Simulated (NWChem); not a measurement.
System: C4H9O, doublet; SMILES CCCC[O]

Input file for NWChem:

```
start job
memory heap 200 mb stack 900 mb global 1100 mb
geometry units angstroms noautosym nocenter noautoz
  C     -0.196790    -2.352579     0.170117
  C     -0.358171    -0.919850    -0.334996
  C      0.705970     0.044420     0.194913
  C      0.433713     1.501670    -0.202471
  O     -0.751016     2.024370     0.165593
  H      0.783611    -2.781066    -0.126867
  H     -0.252448    -2.396898     1.277975
  H     -0.986984    -3.019018    -0.230609
  H     -1.351872    -0.516156    -0.043565
  H     -0.340407    -0.907391    -1.448343
  H      0.737931    -0.008033     1.306046
  H      1.718878    -0.247379    -0.161616
  H      1.283320     2.187246     0.091992
  H      0.477648     1.605749    -1.333077
end
basis spherical
  * library def2-svp
end
dft
  odft
  mult 2
  xc m06-2x
  iterations 150
end
cosmo
  do_cosmo_smd true
  solvent methanol
end
task dft energy
```

Output (shortened):

```
             Northwest Computational Chemistry Package (NWChem) 7.3.0
             --------------------------------------------------------

                             Geometry "geometry" -> ""
                             -------------------------

 Output coordinates in angstroms (scale by  1.889725989 to convert to a.u.)

  No.       Tag          Charge          X              Y              Z
 ---- ---------------- ---------- -------------- -------------- --------------
    1 C                    6.0000    -0.19679000    -2.35257900     0.17011700
    2 C                    6.0000    -0.35817100    -0.91985000    -0.33499600
    3 C                    6.0000     0.70597000     0.04442000     0.19491300
    4 C                    6.0000     0.43371300     1.50167000    -0.20247100
    5 O                    8.0000    -0.75101600     2.02437000     0.16559300
    6 H                    1.0000     0.78361100    -2.78106600    -0.12686700
    7 H                    1.0000    -0.25244800    -2.39689800     1.27797500
    8 H                    1.0000    -0.98698400    -3.01901800    -0.23060900
    9 H                    1.0000    -1.35187200    -0.51615600    -0.04356500
   10 H                    1.0000    -0.34040700    -0.90739100    -1.44834300
   11 H                    1.0000     0.73793100    -0.00803300     1.30604600
   12 H                    1.0000     1.71887800    -0.24737900    -0.16161600
   13 H                    1.0000     1.28332000     2.18724600     0.09199200
   14 H                    1.0000     0.47764800     1.60574900    -1.33307700

 Effective nuclear repulsion energy (a.u.)     177.5577686978

                                 NWChem DFT Module
                                 -----------------

 Summary of "ao basis" -> "ao basis" (spherical)
 ------------------------------------------------------------------------------
       Tag                 Description            Shells   Functions and Types
 ---------------- ------------------------------  ------  ---------------------
 C                          def2-svp                 6       14   3s2p1d
 O                          def2-svp                 6       14   3s2p1d
 H                          def2-svp                 3        5   2s1p

 in cosmo_initialize ...
 calling solv_data for solv:methanol

[...]

                                COSMO-SMD solvation results
                                ---------------------------

             internal energy in gas <Psi(g)|H|Psi(g)> =      -232.694695725874
         internal energy in solvent <Psi(s)|H|Psi(s)> =      -232.692881936322
                               delta internal energy  =         0.001813789552 (    1.14 kcal/mol)
   total free energy in solvent <Psi(s)|H+V/2|Psi(s)> =      -232.702022042153
 polarization energy contribution <Psi(s)|V/2|Psi(s)> =        -0.009140105831 (   -5.74 kcal/mol)
    total free energy in solvent including G(SMD-CDS) =      -232.701664911271
                       G(SMD-CDS) energy contribution =         0.000357130882 (    0.22 kcal/mol)
     1 M fixed-concentration free energy of solvation =        -0.006969185397 (   -4.37 kcal/mol)

                    DFT Final Alpha Molecular Orbital Analysis
                    ------------------------------------------

 Vector   19  Occ=1.000000D+00  E=-3.835293D-01
              MO Center= -8.4D-02, -9.4D-01, -1.1D-01, r^2= 3.1D+00
   Bfn.  Coefficient  Atom+Function         Bfn.  Coefficient  Atom+Function
  ----- ------------  ---------------      ----- ------------  ---------------
    86      0.284989   9 H  s                91     -0.234283  10 H  s
    20      0.219374   2 C  pz               18     -0.214227   2 C  px
   101      0.206835  12 H  s                71      0.190850   6 H  s
    87      0.163948   9 H  s                76     -0.162527   7 H  s
    32      0.155460   3 C  px                6     -0.141863   1 C  pz

 Vector   20  Occ=1.000000D+00  E=-3.707851D-01
              MO Center=  1.8D-01,  9.4D-01, -1.5D-01, r^2= 3.3D+00
   Bfn.  Coefficient  Atom+Function         Bfn.  Coefficient  Atom+Function
  ----- ------------  ---------------      ----- ------------  ---------------
    62      0.336405   5 O  pz              111      0.303400  14 H  s
    48     -0.253746   4 C  pz               65      0.251290   5 O  pz
    34      0.203892   3 C  pz               96      0.198968  11 H  s
   106     -0.193181  13 H  s               112      0.162894  14 H  s
    97      0.143971  11 H  s                18     -0.135423   2 C  px

 Vector   21  Occ=1.000000D+00  E=-3.557609D-01
              MO Center= -3.1D-02,  1.0D+00,  5.4D-02, r^2= 3.4D+00
   Bfn.  Coefficient  Atom+Function         Bfn.  Coefficient  Atom+Function
  ----- ------------  ---------------      ----- ------------  ---------------
    61      0.412221   5 O  py               64      0.321048   5 O  py
    33      0.295744   3 C  py               47     -0.259491   4 C  py
   106     -0.225130  13 H  s                36      0.169793   3 C  py
    60      0.158255   5 O  px               31      0.139814   3 C  s
     5      0.134570   1 C  py               19     -0.133916   2 C  py

 Vector   22  Occ=0.000000D+00  E= 1.025566D-01
              MO Center=  3.8D-01, -9.8D-01, -1.9D-01, r^2= 7.3D+00
   Bfn.  Coefficient  Atom+Function         Bfn.  Coefficient  Atom+Function
  ----- ------------  ---------------      ----- ------------  ---------------
     3      1.354397   1 C  s                17      1.055606   2 C  s
    31      1.046943   3 C  s               102     -0.808016  12 H  s
    92     -0.790328  10 H  s                72     -0.746330   6 H  s
    77     -0.626686   7 H  s                97     -0.629656  11 H  s
    82     -0.606149   8 H  s                87     -0.581530   9 H  s

[...]
```

Level: M06-2X/def2-SVP, spin-unrestricted, SMD on the gas-phase geometry. The geometry was optimised at PBE-D3(BJ)/def2-SVP, spin-unrestricted. No stability test was run on the SCF state. Solvent: methanol.
